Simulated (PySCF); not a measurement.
Static response to an electric field

Species: C3H10FGeN.
Geometry (PBE0-D3(BJ)/def2-SVP, Å), atoms numbered from 1 in this order:
```
atom  x, y, z in Å
C1    -1.1304    1.4082    0.0315
N2    -0.9127   -0.0004   -0.1841
C3    -1.3838   -0.8358    0.8896
Ge4    0.5823   -0.5190   -1.1129
C5     2.2397   -0.2545   -0.0672
F6     2.4024    1.0968    0.1646
H7    -2.2043    1.6082    0.2038
H8    -0.5742    1.8185    0.9006
H9    -0.8279    1.9871   -0.8549
H10   -0.8706   -0.6569    1.8598
H11   -1.2596   -1.9012    0.6383
H12   -2.4629   -0.6667    1.0638
H13    0.6596    0.3614   -2.3720
H14    0.4237   -2.0175   -1.4406
H15    2.1771   -0.7802    0.9016
H16    3.1244   -0.6403   -0.6037
```

Level: CAM-B3LYP/def2-SVPD (PySCF), static field, nuclei fixed, core orbitals frozen in the response. The polarisability tensor in these axes (au):

```
x   81.86 -1.90 -3.91
y   -1.90 76.59  0.58
z   -3.91  0.58 74.89
```

Task: Give the principal values, the mean and the anisotropy Δα = √{½[(α1 − α2)² + (α2 − α3)² + (α1 − α3)²]}.

Result: Principal values 73.12, 76.09 and 84.12 au; mean 77.78 au = 11.53 Å³ = 12.82 × 10⁻⁴⁰ C²·m²/J; Δα = 9.86 au (13 % of the mean).

Task: What is the dipole moment, and where does it point?

Result: (-0.08, -1.44, 0.21) D, 1.46 D in size, pointing from the negative to the positive side. Measured along this direction, the outermost atoms are H9 at the negative end and H11 at the positive end.

Task: Refractivity n − 1 of an ideal gas of it at 400 K and 1 atm, from the electronic α?

Result: N = p/kT = 1.8347 × 10¹⁹ cm⁻³, so n − 1 = 2π × N × 11.53 × 10⁻²⁴ cm³ = 1329 × 10⁻⁶ at long wavelengths, for an ideal gas.

Task: In a dilute gas of rigid molecules at 400 K, how does the orientational term μ²/3kT compare with the electronic polarisability?

Result: In Gaussian units μ²/3kT = 12.84 Å³ against 11.53 Å³, a ratio of 1.11; the Debye molar polarisation (4π/3)N_A(α + μ²/3kT) is 61.5 cm³/mol, leaving out the vibrational part.

Task: Find the Langevin capture rate constant for H3O+ (19.018 u) meeting this molecule (153.001 u), k = 2.342 × 10⁻⁹ cm³/s × √(α in Å³ / reduced mass in u).

Result: The reduced mass is 16.92 u, so k = 1.93 × 10⁻⁹ cm³/s. The formula leaves out the permanent dipole, which adds to the capture rate.

Task: Estimate the molar refractivity from the static electronic polarisability.

Result: Lorentz–Lorenz: R = (4π/3)N_A α = 2.5225 cm³/(mol·Å³) × 11.53 Å³ = 29.1 cm³/mol, in the limit of long wavelengths.

Isolated species at its PBE0-D3(BJ)/def2-SVP geometry (one conformer only). The calculation is non-relativistic, for germanium too.

These values come from a run that also computed excited states and ΔSCF ions. Time: 2.9 min of wall time (grids of density and orbitals included); peak memory 1.1 GiB. Hardware: one thread, Arm Neoverse N1 (aarch64) (shared host).
